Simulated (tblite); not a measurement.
Species: C₇H₁₁P₂ (charge -1).
SMILES with atom numbers: `[CH3:1][C:2]([CH3:3])([CH3:4])[c:5]1[cH:6][p-:7][cH:8][p:9]1` (hydrogens: H10, H11, H12 on C1; H13, H14, H15 on C3; H16, H17, H18 on C4; H19 on C6; H20 on C8)

A start from a force field or distance geometry was refined with GFN2-xTB geometry optimisation, gas phase (tblite). Values at the start:

```
 coordinate    start
      C1–C2  1.494 Å
     C1–H10  1.112 Å
      C2–C5  1.489 Å
      C5–C6  1.386 Å
      C5–P9  1.641 Å
      C6–P7  1.755 Å
     C6–H19  1.090 Å
      P7–C8  1.495 Å
      C8–P9  1.844 Å
     C8–H20  1.099 Å
   C1–C2–C3   113.4°
   C1–C2–C5   106.3°
   C2–C5–C6   140.3°
   C3–C2–C5   105.1°
   C5–P9–C8   112.7°
   C6–C5–P9   101.7°
   C6–P7–C8   109.4°
   P7–C8–P9    98.4°
C1–C2–C5–C6      -1°
```

Q: How do these coordinates change at the GFN2-xTB level?

A: 
```csv
coordinate,GFN2-xTB (Å or °),change
P7–C8,1.725,+0.230
C5–P9,1.766,+0.125
C8–P9,1.724,-0.120
C1–C2,1.531,+0.037
C2–C5,1.518,+0.029
C1–H10,1.088,-0.024
C8–H20,1.084,-0.015
C5–C6,1.371,-0.015
C6–P7,1.745,-0.010
C6–H19,1.083,-0.007
P7–C8–P9,118.7,+20.3
C5–P9–C8,94.0,-18.7
C6–P7–C8,93.2,-16.2
C2–C5–C6,124.7,-15.6
C6–C5–P9,115.4,+13.7
C1–C2–C5,112.7,+6.4
C1–C2–C3,108.6,-4.8
C3–C2–C5,108.8,+3.7
C1–C2–C5–C6,0,+1
```

The energy falls by 3.903 eV over 82 L-BFGS steps, the largest force on an atom goes from 16.49 to 0.006 eV/Å, and the atoms move by 0.496 Å rms after alignment. The bond that changes most is P7–C8 (ends: phosphorus bonded to 2 C; aromatic CH carbon), which lengthens by 0.230 Å. Bonds longer at the end by more than 0.005 Å: 7 of 20; shorter: 12. Among the dihedrals that turn most is C5–C2–C3–H13, from 128° to -177°. Rotational constants go from 2557, 846.4, 739.8 to 2144, 867.3, 712.7 MHz.

Its lowest GFN2-xTB frequency is 15 cm⁻¹, too small to tell a flat minimum from a shallow saddle.

The numbers are calculated, not measured.
